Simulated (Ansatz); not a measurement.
`[F][GeH2][Cl]` + H₂S → `[F][GeH2][SH]` + HCl  (ligand exchange at a Ge–Cl bond)

Gas-phase electronic energies from Ansatz, PBE0-D4/def2-TZVP geometries. CBS: MP2 limit from def2 TZ/QZ plus the TZ coupled-cluster correction, frozen cores. This one scheme is used for every species. Functionals use def2-TZVPP. HSE06 is defined as in plane-wave codes. For Ge outer-core shells are correlated without core-valence functions, which leaves a few kJ/mol of doubt a bond. Scalar relativity is left out up to krypton. Each species was taken in one conformer, which may not be the lowest.

```json
{"level": "PBE-D4", "ΔE (kJ/mol)": "20.5", "difference from CCSD(T)/CBS": "-2.8"}
{"level": "r2SCAN-D4", "ΔE (kJ/mol)": "24.5", "difference from CCSD(T)/CBS": "1.2"}
{"level": "PBE0-D4", "ΔE (kJ/mol)": "22.6", "difference from CCSD(T)/CBS": "-0.7"}
{"level": "B2PLYP", "ΔE (kJ/mol)": "26.6", "difference from CCSD(T)/CBS": "3.3"}
{"level": "PBE-QIDH", "ΔE (kJ/mol)": "24.7", "difference from CCSD(T)/CBS": "1.4"}
{"level": "r2SCANh", "ΔE (kJ/mol)": "25.2", "difference from CCSD(T)/CBS": "1.9"}
{"level": "HSE06", "ΔE (kJ/mol)": "23.7", "difference from CCSD(T)/CBS": "0.4"}
{"level": "HF/def2-TZVPP", "ΔE (kJ/mol)": "36.6", "difference from CCSD(T)/CBS": "13.3"}
{"level": "SCS-MP2/def2-QZVPP", "ΔE (kJ/mol)": "26.3", "difference from CCSD(T)/CBS": "3.0"}
{"level": "MP2/CBS(def2)", "ΔE (kJ/mol)": "23.0", "difference from CCSD(T)/CBS": "-0.3"}
{"level": "CCSD(T)/CBS", "ΔE (kJ/mol)": "23.3", "difference from CCSD(T)/CBS": "0"}
```

Largest T1 diagnostic among the species: 0.012.

At CCSD(T), def2-SVP lies +4.0 kJ/mol from the extrapolated value and def2-TZVPP +0.9 kJ/mol. In def2-TZVPP, CCSD(T) changes the Hartree–Fock value by −12.4 kJ/mol (the triples alone add −1.6 kJ/mol) and MP2 by −12.7 kJ/mol.
